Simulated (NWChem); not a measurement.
**Total energies of H3P2**

```
P
H 1 1.4263
H 1 1.4296 2 95.25
P 1 2.1911 2 96.73 3 100.20
H 4 1.4335 1 91.80 2 -158.60
```
Charge 0, spin multiplicity 2.

Everything below was run with NWChem. Structure: optimised with UPBE0/def2-SVP, a minimum by its harmonic frequencies. It is one conformer; others weren't searched.

Basis set: cc-pVDZ (51 functions).

```csv
method,total energy (Ha),relative cost
UHF,-683.19897,1
UMP2,-683.42367,under 3
UB2PLYP,-684.19328,under 3
UPBE,-684.14415,under 3
UB3LYP,-684.50608,under 3
ULC-wPBE (omega 0.3 per bohr),-684.19228,4
```

Total energies of different functionals aren't comparable as a measure of quality: only differences taken within one method are. Costs are rough ratios of processor time within this set of runs, SCF included, with UHF as 1.

The correlated methods keep 10 core orbitals frozen. B3LYP has NWChem's definition, with VWN1-RPA local correlation. GW and range-separated runs recompute their integrals, the others keep them in memory, which bears on the times. The structure started from a generated list of species. No SCF solution was tested for a lower state. Open-shell Hartree-Fock references start from PBE0 orbitals; any time given for them includes that run.
